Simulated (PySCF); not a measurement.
Solvent effects on NMR parameters

Atom-mapped SMILES (the numbers label the heavy atoms): `[CH3:1][C:2]#[C:3][C:4]#[C:5]/[CH:6]=[CH:7]/[CH2:8][SiH3:9]`; H(Xn) means a hydrogen on atom n.

GIAO PBE0/pcSseg-1 in PySCF 2.14.0 with density-fitted response routines on one PBE0-D3(BJ)/def2-SVP conformer, non-relativistic, equivalent nuclei averaged. Solvents enter as an IEF-PCM continuum (acetone with ε = 20.5) around the gas-phase geometry. Shifts are referred to TMS computed in the same medium.

Gas phase, δ in ppm: C7 154.1, C6 115.9, C2 86.4, C4 85.1, C5 75.5, C3 71.4, C8 18.7, C1 5.8, Si9 -63.3, H(C7) 6.45, H(C6) 5.58, H(Si9) 3.89, H(C1) 2.07, H(C8) 1.81. Dipole moment 0.43 D.

Task: How does each δ change in the continuum?

Result: 
```
 atoms                                  environment  Δδ, acetone
    C7                                    alkene CH         +8.2
    C6                                    alkene CH         -2.5
    C2                                alkyne carbon         +5.7
    C4                                alkyne carbon         -2.8
    C5                                alkyne carbon         +2.4
    C3                                alkyne carbon         -2.4
    C8                 allylic sp3 CH2 bonded to Si         +1.5
    C1                    propargylic methyl carbon         +0.1
   Si9                     silicon bonded to C, 3 H         +1.0
 H(C7)                     hydrogen on an alkene CH        +0.37
 H(C6)                     hydrogen on an alkene CH        +0.17
H(Si9)            hydrogen on a silicon bonded to C        -0.05
 H(C1)      hydrogen on a propargylic methyl carbon        +0.19
 H(C8)  hydrogen on an allylic sp3 CH2 bonded to Si        +0.28
```

Changes are relative to the gas phase. The dipole moment becomes 0.71 D in acetone.

Task: Which nuclei move most (in ppm), and what does the model miss?

Result: C7 (alkene CH, +8.2 ppm) in acetone. A continuum only polarises the solute; specific hydrogen bonds, the anisotropy of aromatic solvents and changes of geometry or conformer are outside it.
